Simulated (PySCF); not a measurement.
CuF2: Cu(II) (d9), charge 0. The structure is a PBE0-D3(BJ)/def2-TZVP geometry optimised for multiplicity 2; coordination linear, point group D∞h, metal–donor distances 1.72 Å.

Method (PySCF 2.14, density fitting): CASSCF(9,5) with orbitals averaged over all microstates of the shell, strongly contracted NEVPT2 on the averaged canonical orbitals; basis x2c-TZVPall on the metal, x2c-SVPall elsewhere; spin-free X2C; gas phase; spin-orbit coupling by state interaction with the mean-field operator over all roots.

CASSCF energies above the lowest CASSCF root:

```json
{"state": "2Σg+", "CASSCF / cm⁻¹": "0"}
{"state": "2Πg", "CASSCF / cm⁻¹": "3591"}
{"state": "2Δg", "CASSCF / cm⁻¹": "9049"}
```

**Question.** How does dynamic correlation (SC-NEVPT2) move these states?

**Answer.** 
| state | NEVPT2 / cm⁻¹ | shift / cm⁻¹ |
| --- | --- | --- |
| 2Σg+ | 0 | 0 |
| 2Πg | 3750 | +160 |
| 2Δg | 11687 | +2638 |

NEVPT2 lifts 2Δg from 9049 to 11687 cm⁻¹; on the d shell alone such lifts tend to overshoot.
